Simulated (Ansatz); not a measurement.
Ansatz (an electronic-structure program) input (RI-MP2/aug-cc-pVQZ):
A basis named .json is the Basis Set Exchange file of that set.

Ansatz 0.2 input:
```yaml
crystal:
  periodic: [false, false, false]
  atoms:
    - {symbol: B, position_ang: [-0.10752299, 0.04351624, 0.01890653]}
    - {symbol: C, position_ang: [1.45352629, -0.08995564, -0.23238251]}
    - {symbol: O, position_ang: [-0.58337573, 1.28691307, 0.15150506]}
    - {symbol: O, position_ang: [-0.89316527, -1.07854236, 0.09000403]}
    - {symbol: H, position_ang: [1.87476808, -0.69853789, 0.57162753]}
    - {symbol: H, position_ang: [1.97953232, 0.86141907, -0.27066588]}
    - {symbol: H, position_ang: [1.60002489, -0.61705626, -1.17840166]}
    - {symbol: H, position_ang: [-1.82554006, -0.89063801, 0.24512966]}
basis:
  gaussian:
    orbitals: aug-cc-pVQZ
    fitting: {mean_field: def2-universal-jkfit, correlation: aug-cc-pVQZ-RIFIT.json}
magnetization: {spin_polarized: true, initial_magnetization: 1}
correlation: {method: mp2, electrons: outside_noble_gas}
```

End of the output:

```
integrals: 0.95 GiB planned
376 factors; integrals over basis functions are off by at most 3.9e0 eV
mean field: 2.21 GiB planned
mean field evaluation 1: about -5838.9730 eV, gradient 3.1e1 eV
mean field evaluation 2: about -5842.6695 eV, gradient 1.9e1 eV
mean field evaluation 4: about -5844.3083 eV, gradient 2.4e0 eV
mean field evaluation 8: about -5844.4806 eV, gradient 3.6e-1 eV
mean field evaluation 16: about -5844.2906 eV, gradient 1.6e0 eV
mean field -5844.48843532 eV, -214.7809884616 hartree, gradient 4.0e-6 eV, S^2 0.759465; 4 other end points of the search recorded, 0 dependent functions left out
4 core orbitals not correlated
992 factors; their error is unknown
reference -5844.48843532 eV, -214.7809884616 hartree; 12, 11 occupied and 488, 489 virtual orbitals, 992 factors
second order -20.66004525 eV of doubles, -0.00000000 eV of singles
Total energy: -5865.14848058 eV, -215.5402311208 hartree
```

It need not be the lowest isomer of its formula.
